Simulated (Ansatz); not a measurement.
Compare A (`C[SiH](F)N=C=O`) with its isomer B (`CO[SiH](F)C#N`).

Calculated with Ansatz (gas phase, PBE0-D4/def2-TZVP geometries, no zero-point term in ΔE). CBS: MP2 limit from def2 TZ/QZ plus the TZ coupled-cluster correction, frozen cores. Functionals use def2-TZVPP. Each species was taken in one conformer, which may not be the lowest.

(1) Which isomer does CCSD(T)/CBS put lower? Give the gap. (Best estimate.)

(2) Give E(B) − E(A) in kcal/mol with PBE0-D4, PBE-D4, BLYP-D4, B2PLYP, r2SCAN-D4, CCSD/def2-TZVPP, CCSD(T)/def2-SVP. (An estimate is asked.)

(3) Does the order hold for the free energy at 298.15 K (harmonic terms from PBE0-D4)? (Estimate.)

Largest T1 diagnostic: 0.014.

## Answers

(1) The calculation gave: A, by 16.3 kcal/mol.

(2) Ansatz gave: PBE0-D4 26.6, PBE-D4 28.0, BLYP-D4 23.2, B2PLYP 20.3, r2SCAN-D4 27.1, CCSD/def2-TZVPP 15.0, CCSD(T)/def2-SVP 19.7. None reverses the order clearly.

(3) The calculation gave: Yes: G(B) − G(A) = +17.3 kcal/mol, for one conformer each. Modes under 60 cm⁻¹, often nearly free rotors, make the harmonic entropy too high.

Leaving LDA and LC-ωPBE aside and taking each functional with its dispersion term where it has one, the values, not all of them listed here, spread over 7.8 kcal/mol, from ωB97M-V to PBE-D4. LDA lies +3.7 kcal/mol from PBE without D4. From PBE to PBE0 (25 % exact exchange), in def2-TZVPP and without D4, E(B) − E(A) moves by −1.4 kcal/mol.
